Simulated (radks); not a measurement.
Results of a calculation; reference values are marked as such.
Question: The cadmium ion Cd13+ is in [Ar] 3d10 4s2 4p5. Level of theory: scalar-relativistic Kohn-Sham, PBEsol, spin-polarised, spherical densities, finite nucleus; Fermi nuclear charge, rms radius of each element as measured or else 0.836 A^(1/3) + 0.57 fm (a radial shooting solver on a logarithmic mesh with Libxc functionals). Open shells are filled with parallel spins first. One electron is removed from 3d, 4p, 3p, 4s in turn, with full relaxation. Which removal costs least, and what does each cost?

Answer: 4p 333.35 eV; 4s 377.51 eV; 3d 712.38 eV; 3p 916.39 eV. The 4p electron leaves first.
